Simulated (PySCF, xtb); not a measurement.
C₅H₁₀, SMILES CC1CCC1.

GFN2-xTB run with xtb 6.7.1 at its own geometry gives an orbital gap of 12.32 eV and a dipole moment of 0.12 D.

Geometry optimised at PBE0-D3(BJ)/def2-SVP.

Task: What does PySCF with PBE0/def2-TZVP give? (An estimate is asked for; the answer gives what the named calculation found.)

Result: gap 9.62 eV (levels -8.32 and 1.29 eV), dipole 0.11 D.
